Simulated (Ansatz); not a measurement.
Mulliken charges of CH₅BN₂ (`NC1BN1`) from PBE/def2-TZVPP in Ansatz (PBE0-D4/def2-TZVP geometry).

```csv
atom,x (Å),y (Å),z (Å),charge (e)
N1,-0.464,1.342,0.293,-0.314
C2,0.291,0.147,0.442,0.013
B3,-0.289,-1.286,0.257,-0.125
N4,0.512,-0.774,-0.697,-0.116
H5,-1.353,1.191,-0.163,0.135
H6,0.038,2.071,-0.198,0.131
H7,1.172,0.313,1.061,0.092
H8,-0.951,-2.223,0.553,0.013
H9,1.044,-0.780,-1.549,0.171
```

**Question.** By hand: the dipole of these point charges (1 e Å = 4.8032 D).

**Answer.** Σ q r = (0.223, 0.130, -0.246) e Å, of length 0.357 e Å = 1.71 D.

**Question.** How does the dipole of the full density compare? (Estimate.)

**Answer.** Computed: (0.168, 0.059, -0.413) e Å, 2.16 D; the point charges give 0.79 times that, at 24° from its direction.

Point charges leave out the atoms' own dipoles, such as those of lone pairs, and Mulliken's split depends on the basis, so the two needn't agree.
